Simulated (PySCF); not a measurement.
Parent: `[CH3:1][C:2]([CH3:3])([F:4])[C:5](=[O:6])[Cl:7]` with C1–C2–C5–O6 85°, C4H6ClFO.

The geometries are computed with GFN2-xTB (gas phase). One conformer each, not checked by frequencies here.

| coordinate of the parent | value |
| --- | --- |
| C1–C2 | 1.530 Å |
| C2–C3 | 1.524 Å |
| C2–F4 | 1.383 Å |
| C2–C5 | 1.523 Å |
| C5=O6 | 1.187 Å |
| C5–Cl7 | 1.748 Å |
| C1–C2–C3 | 112.8° |
| C1–C2–F4 | 108.1° |
| C1–C2–C5 | 107.5° |
| C3–C2–F4 | 108.6° |
| C3–C2–C5 | 110.2° |
| F4–C2–C5 | 109.6° |
| C2–C5–O6 | 125.2° |
| C2–C5–Cl7 | 113.5° |
| O6–C5–Cl7 | 121.2° |

Task: How does the shared frame change in `[CH3:1][C:2]([CH3:3])([F:4])[C:5](=[O:6])[F:7]` with C1–C2–C5–O6 -120°, C4H6F2O? Atoms pair as C1 = C1, C2 = C2, C3 = C3, F4 = F4, C5 = C5, O6 = O6 (parent first).

Result: 
```csv
parent,relative,value in the relative,change
C1–C2,C1–C2,1.528 Å,-0.002
C2–C3,C2–C3,1.528 Å,+0.004
C2–F4,C2–F4,1.385 Å,+0.002
C2–C5,C2–C5,1.514 Å,-0.009
C5=O6,C5=O6,1.174 Å,-0.013
C1–C2–C3,C1–C2–C3,112.9°,+0.1
C1–C2–F4,C1–C2–F4,108.5°,+0.4
C1–C2–C5,C1–C2–C5,110.3°,+2.8
C3–C2–F4,C3–C2–F4,108.4°,-0.2
C3–C2–C5,C3–C2–C5,109.9°,-0.3
F4–C2–C5,F4–C2–C5,106.7°,-2.9
C2–C5–O6,C2–C5–O6,130.7°,+5.5
```

Of the parent's bonds, C5–O6 changes most (-0.013 Å). Bonds of the relative outside the shared frame: C5–F7 1.369 Å.
